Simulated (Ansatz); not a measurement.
Cartesian coordinates in Å:
```
N -1.4980 1.4666 0.2795
Sn -0.5458 0.0122 -0.7265
O 1.5658 0.0008 -0.1634
Si 1.1248 -1.4656 0.3216
H -1.3135 2.4094 -0.0346
H -1.4276 1.4304 1.2862
H -0.5413 0.5774 -2.3384
H 1.6182 -2.6684 -0.3990
H 1.0174 -1.7629 1.7747
```

The species carries charge 0 and has multiplicity 1. Sn takes the def2 core potential.

**Question.** List the PBE/def2-TZVPP orbital energies in eV (the Gaussian-basis code of Ansatz). (Estimate.)

**Answer.** Computed: Occupied: -1780.45, -509.42, -380.16, -138.10, -133.20, -94.94, -94.79, -94.79, -89.23, -89.09, -89.05, -25.82, -25.67, -25.60, -25.52, -25.45, -23.06, -20.53, -12.84, -12.27, -11.74, -9.37, -9.16, -8.73, -8.21, -6.84, -6.19, -5.71. Lowest empty: -2.34, -1.46, -0.85, 0.36, 0.51, 0.79, 1.61, 1.71.
